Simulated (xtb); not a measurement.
Harmonic IR lines of one isomer of C2H2OSi, unscaled. Calculation: GFN2-xTB (xtb).

wavenumber (cm⁻¹): 427 (w), 623 (vw), 866 (w), 2231 (m), 2304 (vs)

Q: Say which structure gives these lines.
A) `C#C[SiH]=O`
B) `O=[si]1cc1`
C) `O=C=C=[SiH2]`

A: C, `O=C=C=[SiH2]`
